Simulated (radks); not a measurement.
Results of a calculation; reference values are marked as such.
Coulomb parameter of the 4f shell of the samarium ion Sm2+ in the model configuration [Xe] 4f4.5 6s1.5, as a second difference U = [E(n + 0.5) + E(n - 0.5) - 2 E(n)] / (0.5)^2 with all orbitals relaxed. "Bare": the charge of the atom changes with n. "Screened": the 6s shell takes up the change at fixed total charge, which measures U(4f,4f) + U(6s,6s) - 2 U(4f,6s). Code: a radial shooting solver on a logarithmic mesh with Libxc functionals. Model: Dirac Kohn-Sham, BLYP, spin-unpolarised, spherical densities, point nucleus; open shells are shared between the two j in proportion to 2j + 1.

| case | configuration | E - E(n) (eV) |
|---|---|---|
| start | [Xe] 4f4.5 6s1.5 | 0.000 |
| bare +0.5 | [Xe] 4f5 6s1.5 | -12.074 |
| bare -0.5 | [Xe] 4f4 6s1.5 | 16.553 |
| screened +0.5 | [Xe] 4f5 6s1 | -4.921 |
| screened -0.5 | [Xe] 4f4 6s2 | 6.925 |

U(bare) = 17.917 eV, U(screened by 6s) = 8.019 eV.
